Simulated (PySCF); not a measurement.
**Correlation energy of As (arsenic, neutral)**

[Ar] 3d10 4s2 4p3, high-spin 4S determinant. Calculation: PySCF 2.14, in aug-cc-pVDZ-DK; scalar relativity by spin-free X2C-1e. Frozen: [Ar] 3d10; 5 electrons correlated.

MP2 pair energies summed by pair of shells (mhartree):

| pair | energy | share (%) |
| --- | --- | --- |
| 4s-4p | -35.85 | 63.4 |
| 4p-4p | -13.22 | 23.4 |
| 4s-4s | -7.44 | 13.2 |

Total MP2 correlation energy: -56.51 mhartree.

Same-spin part -15.87 and opposite-spin part -40.64 mhartree; SCS-MP2 scales them by 1/3 and 6/5 to -54.06 mhartree.

| level | correlation energy (mhartree) |
| --- | --- |
| CCSD | -71.36 |
| (T) | -1.11 |
| CCSD(T) | -72.47 |

Diagnostics: T1 = 0.0027, D1 = 0.0064, largest double amplitude 0.037.

Cost of the coupled-cluster step: 0.15 s of wall time on 1 thread of Neoverse-V2 (shared host), for 5 correlated electrons.

Iterations:

```
CC2 = 0
CCSD nocc = (np.int64(4), np.int64(1)), nmo = (22, 22)
frozen orbitals [[0, 1, 2, 3, 4, 5, 6, 7, 8, 9, 10, 11, 12, 13], [0, 1, 2, 3, 4, 5, 6, 7, 8, 9, 10, 11, 12, 13]]
max_cycle = 100
direct = 0
conv_tol = 1e-08
conv_tol_normt = 1e-06
diis_space = 8
diis_start_cycle = 0
Init t2, MP2 energy = -0.0565088447129705
Init E_corr(UCCSD) = -0.0565088447151311
cycle = 1  E_corr(UCCSD) = -0.0680950333988083  dE = -0.0115861887  norm(t1,t2) = 0.0405301
cycle = 2  E_corr(UCCSD) = -0.0705240864143369  dE = -0.00242905302  norm(t1,t2) = 0.0109555
cycle = 3  E_corr(UCCSD) = -0.0713819123974236  dE = -0.000857825983  norm(t1,t2) = 0.00379392
cycle = 4  E_corr(UCCSD) = -0.0713631094781739  dE = 1.88029192e-05  norm(t1,t2) = 0.000609461
cycle = 5  E_corr(UCCSD) = -0.0713638484692571  dE = -7.38991083e-07  norm(t1,t2) = 8.67585e-05
cycle = 6  E_corr(UCCSD) = -0.0713633527560281  dE = 4.95713229e-07  norm(t1,t2) = 1.88617e-05
cycle = 7  E_corr(UCCSD) = -0.0713637259298056  dE = -3.73173777e-07  norm(t1,t2) = 4.43364e-06
cycle = 8  E_corr(UCCSD) = -0.0713635859358794  dE = 1.39993926e-07  norm(t1,t2) = 7.14561e-07
cycle = 9  E_corr(UCCSD) = -0.0713636047928742  dE = -1.88569948e-08  norm(t1,t2) = 1.74729e-07
cycle = 10  E_corr(UCCSD) = -0.0713636070331435  dE = -2.24026932e-09  norm(t1,t2) = 3.10306e-08
UCCSD converged
E(UCCSD) = -2258.989228225118  E_corr = -0.07136360703314354
UCCSD(T) correction = -0.00111013218597769
```
